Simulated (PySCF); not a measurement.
Worked example: oscillator strength and radiative lifetime

Hf(OH)3(SH) (H₄HfO₃S), SMILES [OH][Hf]([OH])([OH])[SH], multiplicity 1.

Geometry: B3LYP-D3(BJ)/def2-SVP. The spin state was assumed, not searched. The structure was generated by enumeration; whether it is a known compound was not checked. The def2 effective core potentials stand for the cores of Hf; spin–orbit coupling is left out. Other conformers were not sampled.

TDA-PBE/def2-SVPD run with PySCF puts the first singlet state with f over 0.02 at 5.47 eV (vertical), with the transition dipole (-0.037, -0.514, 0.000) in atomic units.

**Question.** Find the oscillator strength, the wavelength and the radiative lifetime that this transition would have in vacuum if emission retraced absorption.

**Answer.** 
|μ|² = 0.2656 au, so |μ| = 1.31 D. ΔE = 5.47/27.211 = 0.2010 hartree. f = (2/3) ΔE |μ|² = 0.036 (the program prints 0.036).
λ = 1239.84/5.47 = 227 nm; ν = 44119 cm⁻¹.
Einstein's coefficient A = 0.6670 ν² f s⁻¹ (ν in cm⁻¹) = 4.6e7 s⁻¹, so τ = 1/A = 22 ns. This state is S3; the lower singlets have f = 0.000, 0.017. The figure is the radiative limit of this one transition; relaxation, internal conversion, crossing to triplets and a medium change what is measured.
